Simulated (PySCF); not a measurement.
CrO₂F₂, SMILES [O]=[Cr](=[O])([F])[F], multiplicity 1.

The structure is a stationary point at PBE0-D3(BJ)/def2-SVP. The spin state was assumed, not searched. The isomer is the one that the SMILES or the coordinates give; other isomers of the formula were not compared.

Computed with TDA-PBE/def2-SVPD in PySCF.

Vertical excitations.  State labels are in the subgroup C2v.

```json
[
 {"state": "S1", "symmetry": "B2", "energy (eV)": "3.43", "λ (nm)": "361", "f": "0.004", "main pairs": "HOMO→LUMO 92 %"},
 {"state": "S2", "symmetry": "B1", "energy (eV)": "3.66", "λ (nm)": "339", "f": "0.001", "main pairs": "HOMO→LUMO+1 98 %"},
 {"state": "S3", "symmetry": "A2", "energy (eV)": "4.32", "λ (nm)": "287", "f": "0.000", "main pairs": "HOMO−1→LUMO 77 %, HOMO→LUMO+2 22 %"},
 {"state": "S4", "symmetry": "A2", "energy (eV)": "4.39", "λ (nm)": "282", "f": "0.000", "main pairs": "HOMO→LUMO+2 77 %, HOMO−1→LUMO 22 %"},
 {"state": "S5", "symmetry": "B1", "energy (eV)": "4.48", "λ (nm)": "277", "f": "0.006", "main pairs": "HOMO−2→LUMO 93 %"},
 {"state": "S6", "symmetry": "A1", "energy (eV)": "4.81", "λ (nm)": "258", "f": "0.000", "main pairs": "HOMO−3→LUMO 56 %, HOMO−1→LUMO+1 43 %"},
 {"state": "S7", "symmetry": "B2", "energy (eV)": "4.97", "λ (nm)": "249", "f": "0.001", "main pairs": "HOMO−2→LUMO+1 65 %, HOMO−4→LUMO 14 %, HOMO→LUMO+3 11 %"},
 {"state": "S8", "symmetry": "B2", "energy (eV)": "5.14", "λ (nm)": "241", "f": "0.001", "main pairs": "HOMO−4→LUMO 84 %"},
 {"state": "S9", "symmetry": "A1", "energy (eV)": "5.16", "λ (nm)": "240", "f": "0.005", "main pairs": "HOMO−2→LUMO+2 41 %, HOMO−1→LUMO+1 31 %, HOMO−3→LUMO 24 %"},
 {"state": "S10", "symmetry": "A2", "energy (eV)": "5.16", "λ (nm)": "240", "f": "0.000", "main pairs": "HOMO−3→LUMO+1 98 %"},
 {"state": "T1", "symmetry": "B2", "energy (eV)": "2.82", "λ (nm)": "440", "f": "0", "main pairs": "HOMO→LUMO 98 %"},
 {"state": "T2", "symmetry": "B1", "energy (eV)": "3.25", "λ (nm)": "381", "f": "0", "main pairs": "HOMO→LUMO+1 98 %"},
 {"state": "T3", "symmetry": "A2", "energy (eV)": "4.00", "λ (nm)": "310", "f": "0", "main pairs": "HOMO−1→LUMO 80 %, HOMO→LUMO+2 15 %"},
 {"state": "T4", "symmetry": "A1", "energy (eV)": "4.00", "λ (nm)": "310", "f": "0", "main pairs": "HOMO−1→LUMO+1 59 %, HOMO−3→LUMO 31 %"}
]
```
Triplets are in the Tamm–Dancoff approximation.
